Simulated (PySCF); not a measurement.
Compound: C6H3N2SSi (doublet state).
Structure used (GFN2-xTB), in Å, numbered top down from 1:
```xyz
13
C6H3N2SSi angstrom
N     -2.5591    2.0627   -1.6104
C     -1.8398    1.3582   -1.0624
C     -0.9262    0.5145   -0.4050
C      0.4600    0.6557   -0.4939
C      1.1694   -0.2904    0.2361
Si     2.9724   -0.4697    0.3908
S      0.0629   -1.3873    1.0579
C     -1.3204   -0.5522    0.4054
C     -2.6144   -0.9541    0.6997
N     -3.6856   -1.2933    0.9494
H      0.9354    1.4273   -1.0734
H      3.8230    0.4586   -0.3230
H      3.5179   -1.5295    1.2109
```

The hyperfine couplings belong to this conformer and change with its torsions.

As a line formula: `N#Cc1cc([SiH2])sc1C#N` [radical].

Theory: PySCF 2.14.0, UKS B3LYP, pcH-1 on C H N S Si, non-relativistic, mean-field spin-orbit, GIAO. Geometry: GFN2-xTB; no solvent, vibrations or thermal averaging. The geometry wasn't refined by DFT: couplings that depend on bond lengths, twists or pyramidal angles can differ widely from those at the functional's own minimum, by a factor of two or more for some ions and for spin on atoms past the first row. No stability test was run, so a lower SCF solution isn't excluded.

The largest Mulliken spin populations are on Si6 (+0.89), C4 (+0.18), C8 (+0.17) and C5 (-0.14). Three atoms exceed +0.15. The angles at Si6 add up to 360.0°, so it is planar; its axial dipolar tensor and the negative couplings of its protons fit spin in a p orbital normal to that plane.

Find Q in a(H) = Q·ρ(C) for the protons on the planar carbons that carry spin.

```json
{"H": "H11", "C": "C4", "ρ(C)": "+0.177", "a(H) (G)": "-4.28", "a/ρ (G)": "-24.3"}
```

One proton gives one ratio, Q = -24.3 G, and no test of linearity. In every row coupling and population have opposite signs.

Couplings in gauss use g_iso = 2.0040.
